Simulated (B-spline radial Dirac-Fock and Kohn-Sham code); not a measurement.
**Binding energies of Er**

System: the Er atom in the configuration [Xe] 4f10 5d2 6s2 (an excited configuration); nuclear rms radius 5.2516 fm (A = 166).

Calculated with a radial finite-basis atomic code, using Dirac-Fock energy differences between relaxed states, corrected for Breit and QED terms. The model has no electron correlation. Energies are counted from the vacuum level.

All terms are in eV, carry their sign (relaxation lowers the binding energy) and add up to the binding energy; ⟨r⟩ is the mean radius of the orbital in the initial state.

```
subshell  −ε (Koopmans)  relaxation    Gaunt  retardation     QED  binding energy  ⟨r⟩ (bohr)
      1s        57846.1      -83.85  -190.22        16.87  -90.16         57498.8       0.020
      2s         9856.7      -49.79   -19.98         1.36  -12.62          9775.7       0.086
   2p1/2         9366.3      -54.00   -34.69         3.79    0.31          9281.7       0.072
   2p3/2         8447.4      -51.53   -24.25         4.95   -1.03          8375.5       0.079
      3s         2277.7      -27.99    -3.41         0.19   -2.85          2243.6       0.224
   3p1/2         2062.8      -28.86    -6.17         0.60    0.02          2028.4       0.214
   3p3/2         1866.3      -27.64    -4.07         0.88   -0.24          1835.3       0.228
   3d3/2         1503.9      -29.99    -2.49         0.20    0.24          1471.9       0.201
   3d5/2         1461.5      -29.53    -1.61         0.22    0.12          1430.7       0.205
      4s          489.9      -12.39    -0.67         0.04   -0.66           476.2       0.507
   4p1/2          402.3      -12.15    -1.23         0.12    0.02           389.1       0.517
   4p3/2          357.4      -11.33    -0.73         0.19   -0.04           345.5       0.546
   4d3/2          212.2      -10.78    -0.29         0.02    0.06           201.3       0.574
   4d5/2          203.9      -10.50    -0.12         0.03    0.04           193.3       0.585
      4f          29.66       -8.57     0.17        -0.03    0.04           21.27       0.724
      5s          72.68       -3.32    -0.08         0.00   -0.10           69.18       1.235
   5p1/2          45.13       -2.99    -0.14         0.01    0.01           42.03       1.373
   5p3/2          38.70       -2.67    -0.07         0.02    0.01           35.98       1.468
      5d           7.04       -1.11     0.01         0.00    0.01            5.95       2.430
      6s           6.11       -0.28     0.00         0.00   -0.01            5.82       3.895
```

For the deepest level, K (1s), the Breit terms make up -0.301 % of the binding energy, QED -0.157 % and orbital relaxation -0.146 %.

Spin-orbit splittings: 2p 906.3 eV, 3p 193.1 eV, 3d 41.18 eV, 4p 43.61 eV, 4d 7.93 eV, 5p 6.05 eV.
